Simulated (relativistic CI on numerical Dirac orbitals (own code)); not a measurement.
Sensitivity of the levels of In XI to α and to the nuclear radius

Method of calculation: Dirac-Coulomb-Breit CI, orbitals from a KLI potential per configuration, derivatives by finite differences, unscaled Slater integrals, QED left out (own radial code, finite nucleus).

CI space (outside the closed core [Ar] 3d10): 4s2 4p6 4d3, 4s2 4p5 4d4, 4s2 4p6 4d2 4f, 4s2 4p6 4d2 5s, 4s2 4p6 4d 4f2, 4s 4p6 4d4, 4s2 4p6 4d2 5p, 4s2 4p6 4d 5s2. Levels of other configurations are missing.

With x = (α/α₀)² − 1 an excitation energy changes as ω = ω₀ + qx; K = 2q/ω₀ is the relative enhancement. Terms are leading LS components, so labels can repeat. The field-shift factor is F = δν/δ⟨r²⟩ for the transition from the lowest level.

Lowest level 4s2 4p6 4d3 4F_3/2.

| Level | ω₀ (cm⁻¹) | q (cm⁻¹) | K | F (GHz/fm²) |
| --- | --- | --- | --- | --- |
| 4s2 4p6 4d3 4F_5/2 | 4576 | 5711 | 2.5 | 0.0625 |
| 4s2 4p6 4d3 4F_7/2 | 9423 | 10330 | 2.19 | 0.114 |
| 4s2 4p6 4d3 4F_9/2 | 14003 | 13270 | 1.9 | 0.148 |
| 4s2 4p6 4d3 4P_3/2 | 21243 | 2330 | 0.219 | -0.0227 |
| 4s2 4p6 4d3 4P_1/2 | 22516 | 5301 | 0.471 | -0.0131 |
| 4s2 4p6 4d3 4P_5/2 | 28967 | 12220 | 0.844 | 0.0489 |
| 4s2 4p6 4d3 2G_7/2 | 29366 | 9211 | 0.627 | 0.114 |
| 4s2 4p6 4d3 2G_9/2 | 31303 | 9101 | 0.581 | 0.156 |
| 4s2 4p6 4d3 2D_3/2 | 34131 | 11260 | 0.66 | 0.0815 |
| 4s2 4p6 4d3 2P_1/2 | 36782 | 12520 | 0.681 | 0.174 |
| 4s2 4p6 4d3 2D_5/2 | 42336 | 15470 | 0.731 | 0.0886 |
| 4s2 4p6 4d3 2H_11/2 | 42759 | 13570 | 0.635 | 0.267 |
| 4s2 4p6 4d3 2H_9/2 | 43852 | 18770 | 0.856 | 0.278 |
| 4s2 4p6 4d3 2P_3/2 | 47453 | 21830 | 0.92 | 0.261 |
| 4s2 4p6 4d3 2F_7/2 | 57262 | 11910 | 0.416 | 0.143 |
| 4s2 4p6 4d3 2F_5/2 | 57826 | 10780 | 0.373 | 0.134 |
| 4s2 4p6 4d3 2D_5/2 | 86380 | 15110 | 0.35 | 0.339 |
| 4s2 4p6 4d3 2D_3/2 | 86865 | 13880 | 0.32 | 0.293 |
| 4s2 4p5 4d4 6D°_7/2 | 476844 | 23020 | 0.0966 | 1.68 |
| 4s2 4p6 4d2 5s 4F_3/2 | 477747 | -36850 | -0.154 | 29.3 |
| 4s2 4p5 4d4 6D°_5/2 | 477785 | 22070 | 0.0924 | 1.59 |
| 4s2 4p5 4d4 6D°_9/2 | 478229 | 25800 | 0.108 | 1.73 |
| 4s2 4p5 4d4 6D°_3/2 | 480613 | 23340 | 0.0971 | 1.48 |

At this charge energies of transitions that change n are usually good to better than 1 %, and those within a shell (Δn = 0) to a few per cent. Terms inside the open d or f shell come out 10 to 20 % too wide with unscaled integrals.
